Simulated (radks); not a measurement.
The numbers below are computed, except where a source is named.
Question: The phosphorus ion P4+, 11 electrons, occupied as [Ne] 3s1 (the NIST ground configuration). Level of theory: scalar-relativistic Kohn-Sham, PBEsol, spin-polarised, spherical densities, finite nucleus; open shells are filled with parallel spins first; Fermi nuclear charge, rms radius 3.1889 fm (a radial shooting solver on a logarithmic mesh with Libxc functionals). Some entries of the table are withheld. Estimate them.

orbital,occ.,eigenvalue (eV),r(max) (bohr)
1s up,1,-2138.816,0.06771
1s down,1,-2138.568,0.06772
2s up,1,-229.7567,0.4185
2s down,1,-229.3813,0.4185
2p up,3,-180.7053,(1)
2p down,3,-180.3291,(2)
3s up,1,-59.4798,1.430

Answer: 
(1) 2p up r(max) (bohr): 0.3529
(2) 2p down r(max) (bohr): 0.3529
